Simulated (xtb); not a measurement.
diboron tetrachloride (B2Cl4), SMILES ClB(Cl)B(Cl)Cl. All values are semi-empirical tight-binding results from xtb (GFN2-xTB unless named), good for trends rather than for accurate numbers. Geometry: GFN2-xTB. The values are those of a single conformer.

Optimised geometry:

Bonded distances (Å): Cl1–B2 1.721, B2–Cl3 1.721, B2–B4 1.703, B4–Cl5 1.721, B4–Cl6 1.721. Angles (°): Cl1–B2–Cl3 116.7, Cl1–B2–B4 121.6, Cl3–B2–B4 121.6, B2–B4–Cl5 121.6, B2–B4–Cl6 121.6, Cl5–B4–Cl6 116.7.

```yaml
point_group_as_xtb_finds_it: D2
orbital_gap: 3.30 eV
dipole_moment: 0.00 D
zero_point_energy: 7.0 kcal/mol
G − E(el) at 298.15 K (modified RRHO): -14.2 kcal/mol
static polarisability (D4 model): 76.6 bohr³
solvation energy, GFN2-xTB/ALPB(water): -1.7 kcal/mol
solvation energy, GFN2-xTB/ALPB(thf): -6.5 kcal/mol
```

Computed atomic charges and the Wiberg bond orders between heavy atoms:
charges (e) Cl1 -0.16, B2 0.33, Cl3 -0.16, B4 0.33, Cl5 -0.16, Cl6 -0.16. Bond orders Cl1–B2 1.17, B2–Cl3 1.17, B2–B4 0.98, B4–Cl5 1.17, B4–Cl6 1.17.
